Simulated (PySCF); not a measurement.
Computed data sheet: `O=C1CO[C@@H]1[C@@H](F)C(F)(F)F`

C5H4F4O2.
Z-matrix (Å and degrees, PBE0-D3(BJ)/def2-SVP geometry), rows numbered from 1:
```
O 
C   1  1.1866
C   2  1.5210  1  136.99
O   3  1.4297  2   89.61  1   177.68
C   4  1.4203  3   94.71  2    -0.38
C   5  1.5217  2  122.34  1    65.85
F   6  1.3619  5  109.72  2   -94.83
C   6  1.5250  5  115.25  2    26.67
F   8  1.3265  6  111.39  5   -71.84
F   8  1.3295  6  110.67  5   167.65
F   8  1.3368  6  110.19  5    48.15
H   3  1.1034  2  115.17  1   -66.84
H   3  1.1041  2  114.73  1    62.00
H   5  1.1071  2  112.48  1   -62.70
H   6  1.1038  5  107.07  2   145.97
```

Some functional groups and rings: ketone, ether, CF3 group and C–F bond.

PBE0-D3(BJ)/def2-SVP geometry optimisation, gas phase (PySCF):

* Point group: C1
* Rotational constants A, B, C: 1.696, 0.898, 0.875 GHz

From wB97X-D/def2-SVPD ground state and vertical TDDFT (core frozen in the response) (PySCF):

* Dipole moment: 2.84 D
* HOMO energy: -10.07 eV
* LUMO energy: 0.26 eV
* HOMO–LUMO gap: 10.33 eV
* Lowest singlet excitation: 4.34 eV (285 nm, f = 0.000)
* Strongest line among the 10 lowest singlet transitions: S6 at 8.09 eV (153 nm, f = 0.035)
* Lowest triplet excitation (Tamm–Dancoff): 3.82 eV
* Static isotropic polarisability: 65.4 au
* Electronic spatial extent ⟨r²⟩ about the centre of nuclear charge: 1443 bohr²

PBE0/pcSseg-1 ground state and GIAO shieldings, non-relativistic (PySCF):

* Lowest Hirshfeld atomic charge: -0.21 e on O1
* Highest Hirshfeld atomic charge: +0.25 e on C8
* 13C chemical shifts (computed TMS as zero) by class: 202.6 (C2), 127.5 (C8), 101.2 (C5), 92.8 (C3), 88.8 (C6) ppm
* 1H chemical shifts (computed TMS as zero) by class: 5.34 (H14), 5.33 (H12), 5.23 (H13), 4.64 (H15) ppm
* Isotropic shieldings of nuclei other than C and H, by class: -334 (O1), 319 (O4), 267 (F9/F10/F11), 405 (F7) ppm
* Mayer bond orders between heavy atoms: O1–C2 2.10, C2–C3 0.96, C3–O4 0.92, O4–C5 0.92, C5–C6 0.96, C6–F7 0.91, C6–C8 0.96, C8–F9 1.02, C8–F10 1.01, C8–F11 0.99, C5–C2 0.89

From B3LYP/pcJ-1 indirect spin-spin coupling, non-relativistic, gas phase; spin–dipole term left out for some pairs (PySCF):

- Largest of the computed one-bond spin–spin couplings (means over like bonds): 19F–13C -349.6 (F9–C8 and 2 like it), 19F–13C -249.6 (F7–C6), 13C–1H +161.1 (C6–H15), 13C–1H +160.0 (C3–H12), 13C–1H +158.9 (C5–H14), 13C–1H +157.6 (C3–H13) Hz

Monoisotopic mass from the formula: 172.0147 u.

The largest Löwdin shares of the HOMO are 0.48 on O1, 0.13 on C2, 0.13 on C5 and 0.13 on C3. The 10 singlets span 4.34 to 8.96 eV, and their oscillator strengths add up to 0.14. No computed singlet falls in the visible range (750 to 380 nm, 1.65 to 3.26 eV); S1 lies 1.08 eV above its blue end. The polarisability is 9.70 Å³ as a volume (1 au = 0.148185 Å³), or 0.76 au for each of the 86 electrons. The vertical singlet–triplet gap S1 − T1 is 0.52 eV (TDDFT singlet less Tamm–Dancoff triplet; S1: HOMO→LUMO, weight 0.95; T1: HOMO→LUMO, weight 0.95).

 NMR classes are plain means over equivalent atoms (diastereotopic ones count apart unless rotation or inversion swaps them), as if these changed places fast; in this geometry the members of some classes differ.

One conformer stands for the species.
